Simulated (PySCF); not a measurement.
# Interval between two levels of W by level of theory

W [Xe] 4f14 5d4 6s2 [5D4, M_J = 4] → W [Xe] 4f14 5d5 6s1 [7S3, M_J = 3], as a difference of total energies. All numbers are calculated (PySCF 2.14, the two-component X2C-1e Hamiltonian, in x2c-SVPall-2c with one added diffuse shell each of s, d type (8s9p10d2f, 99 functions)). "Screened" scales the spin-orbit matrix elements by Boettger's factors to mimic the two-electron term; Breit and QED terms are absent.

```json
{"method": "GHF (spin-free)", "interval between two levels (cm⁻¹)": "-9612.1"}
{"method": "GHF (screened spin-orbit)", "interval between two levels (cm⁻¹)": "-11581"}
```

The spin-free rows relax to the high-spin LS determinant and lack the spin-orbit shift.

Errors of the correlated levels include the incompleteness of this basis and the frozen core.

The labels give the starting determinants; with spin-orbit coupling the two ends relaxed to ⟨J²⟩ = 20.13, ⟨L²⟩ = 6.70, ⟨S²⟩ = 5.82 and ⟨J²⟩ = 12.00, ⟨L²⟩ = 0.17, ⟨S²⟩ = 11.92.

For comparison: -3268.0 cm⁻¹ (measured; NIST Handbook of Basic Atomic Spectroscopic Data (Sansonetti and Martin, J. Phys. Chem. Ref. Data 34, 1559 (2005))).
